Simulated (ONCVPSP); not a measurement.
## Plane-wave convergence, ONCV potential for lanthanum

```
Element                 : lanthanum (La)
Generator               : ONCVPSP 4.0.1
Type                    : optimised norm-conserving Vanderbilt (ONCV)
Functional              : PBE
Relativity              : fully relativistic
Frozen core             : [Kr] 4d10
Valence charge          : 11
Reference configuration : 5s2 5p6 5d1 6s1 (charge +1)
Partial waves           : 5s+6s: rc 2.20 bohr, ncon 4, nbas 8, qcut 4.4 1/bohr, 2 projectors; 5p: rc 3.00 bohr, ncon 5, nbas 9, qcut 5.6 1/bohr, 2 projectors, debl 0.5 Ha; 5d: rc 3.10 bohr, ncon 3, nbas 7, qcut 5 1/bohr, 2 projectors, debl 3.2 Ha; f scattering state at 0.02 Ha: rc 3.25 bohr, ncon 4, nbas 8, qcut 4 1/bohr, 3 projectors, debl 2.1 Ha
Local potential         : polynomial inside 2.00 bohr (lpopt 4, dvloc0 0 Ha)
Core correction         : none
```

Open shells are filled in proportion to 2j + 1.

In the p channel the program set the typed energies aside and used -1.008, 0.250 Ha (j = l + 1/2; the other j can differ). In the f channel the program set the typed energies aside and used -0.369, 1.731, 3.831 Ha (j = l + 1/2; the other j can differ).

Problem. For each optimised wave give the share of its norm inside rc, the residual kinetic energy above qcut (Ha) and the cutoffs (Ha) for errors of 10, 1, 0.1 and 0.01 mHa per electron.

Solution.

```tsv
wave	norm inside rc	residual KE	10 mHa	1 mHa	0.1 mHa	0.01 mHa
5s	0.893	2.4e-04	6.3	8.5	18.4	36.6
6s	0.063	1.6e-04	5.1	8.0	10.6	26.6
5p j=3/2	0.953	5.8e-08	3.6	7.7	10.6	12.6
p projector 2 j=3/2	0.136	8.7e-08	3.3	6.2	10.4	12.6
5p j=1/2	0.966	4.6e-08	3.9	5.6	10.2	12.3
p projector 2 j=1/2	0.147	8.4e-08	3.5	5.2	10.1	12.5
5d j=5/2	0.673	3.3e-09	4.3	6.1	7.6	8.9
d projector 2 j=5/2	0.141	6.1e-07	6.6	8.8	10.4	11.3
5d j=3/2	0.688	3.7e-09	4.5	6.2	7.8	9.1
d projector 2 j=3/2	0.141	6.5e-07	6.8	8.9	10.5	11.4
f projector 1 j=7/2	0.985	8.1e-03	7.8	22.5	27.6	42.5
f projector 2 j=7/2	0.244	2.7e-01	29.8	34.8	47.5	74.2
f projector 3 j=7/2	0.175	1.3e+00	32.4	41.0	47.7	64.2
f projector 1 j=5/2	0.986	8.2e-03	7.8	22.6	27.6	42.6
f projector 2 j=5/2	0.245	2.7e-01	29.8	34.8	47.6	74.3
f projector 3 j=5/2	0.175	1.4e+00	32.4	41.0	47.8	64.3
```

The occupied waves need 8.5 Ha and 18 Ha for 1 and 0.1 mHa. The cutoffs count occupied waves only; projector 3 of the f channel, the hardest unoccupied one, needs 41 Ha at the loose tolerance. Note: no bound ghost flagged; GHOST(+) flagged for s at 132.2 eV.
